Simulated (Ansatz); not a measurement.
```xyz
12

Al    0.717    1.928    0.311
B    -0.513    0.216    0.066
C    -0.601   -0.913    1.125
As    0.584   -1.678   -0.334
C    -0.730   -0.475   -1.306
H     1.303    2.347    1.738
H     1.149    2.842   -0.928
H    -1.445   -1.607    1.092
H    -0.188   -0.823    2.126
H     1.721   -0.650   -0.209
H    -0.419   -0.035   -2.250
H    -1.578   -1.152   -1.431
```

Charge 0, multiplicity 1.

(1) List the CAM-B3LYP/def2-TZVPP orbital energies in eV (Ansatz 0.2.0). (Estimate.)

Results:

(1) The calculation gave: Occupied: -11590.61, -1525.74, -1467.30, -1311.91, -1311.90, -1311.89, -278.89, -278.89, -192.75, -185.00, -139.95, -139.91, -139.88, -113.80, -74.56, -74.33, -74.31, -47.15, -47.15, -47.13, -47.08, -47.08, -23.48, -20.31, -17.75, -14.93, -14.57, -12.97, -12.42, -11.16, -11.10, -9.82, -9.36, -9.23, -8.00. Lowest empty: -0.77, 0.74, 0.96, 1.73, 2.03, 2.41, 2.57, 2.81.
